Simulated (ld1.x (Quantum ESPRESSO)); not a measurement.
The numbers below are computed, except where a source is named.
**Pseudopotentials across the periodic table**

Generated with ld1.x 7.5 (TM, RRKJ, ultrasoft, PAW), atompaw 4.2 or ONCVPSP 4.0.1. The cutoff is in Ry: for ld1.x and atompaw files where the sum of valence levels is converged to 10 mRy in a Bessel basis, for ONCV files where the hardest occupied wave has 1 mHa per electron of residual kinetic energy. The error is the largest all-electron minus pseudo excitation energy over each file’s own four to seven test configurations (ionisations up to +4, promotions, holes and added fractions of an electron), all of which were solved. The labels leave out finer settings (local radius, basis sizes, second energies), which also bear on the numbers. Spin-polarised tests are not counted. The rows are a selection from randomly drawn settings: files with unsolved tests, undetermined cutoffs or missed reference levels are left out.

A true bound ghost makes a file unfit for plane-wave use even where its test errors are small: the radial tests pick states by their node count and pass the ghost by.

| element | potential | cutoff (Ry) | largest error (meV) | bound ghosts |
| --- | --- | --- | --- | --- |
| Li | TM, Wu–Cohen, scalar-relativistic, rc 2.35/4.20 (sp), local smoothed, core correction yes, reference 2s0.5 2p0 | 6 | +1.5 | none |
| Cl | TM semilocal, PBE, scalar-relativistic, rc 1.05/1.40/1.40 (spd), local s, core correction yes, reference 3s2 3p2 | 70 | +111 | none |
| Fe | PAW, LDA (PZ), scalar-relativistic, rc 2.30/1.65/1.70/2.35 (spdf), local smoothed, core correction yes, reference 3p6 3d6 4s2 4p0 | 35 | +74 | none |
| Ru | TM, PBE, scalar-relativistic, rc 1.45/1.55/2.15 (spd), local d, core correction no, reference 4s2 4p6 4d6 5s0 5p0 | 70 | +478 | none |
| Sb | TM, PBE, scalar-relativistic, rc 1.55/1.65 (sp), local p, core correction yes, reference 5s2 5p2 | 50 | -456 | s |
| I | TM, PBE, scalar-relativistic, rc 1.65/2.00/2.15 (spd), local s, core correction no, reference 5s2 5p5 | 35 | -81 | none |

Q: Fill in the row for Te: TM, PW91, scalar-relativistic, rc 1.30/1.80 (sp), local smoothed, core correction no, reference 5s2 5p2.

A: cutoff 110 Ry, largest error +45 meV, bound ghosts: s, p, d.

Q: Fill in the row for Al: ultrasoft, PBEsol, scalar-relativistic, rc 2.15/2.05/2.15 (spd), local smoothed, core correction no, reference 3s2 3p0.

A: cutoff 6 Ry, largest error +42 meV, bound ghosts: none.

Q: Fill in the row for Mo: PAW, revPBE, scalar-relativistic, rc 2.90/4.80/2.45/3.90 (spdf), local smoothed, core correction yes, reference 4d5 5s1 5p0.

A: cutoff 18 Ry, largest error -504 meV, bound ghosts: none.
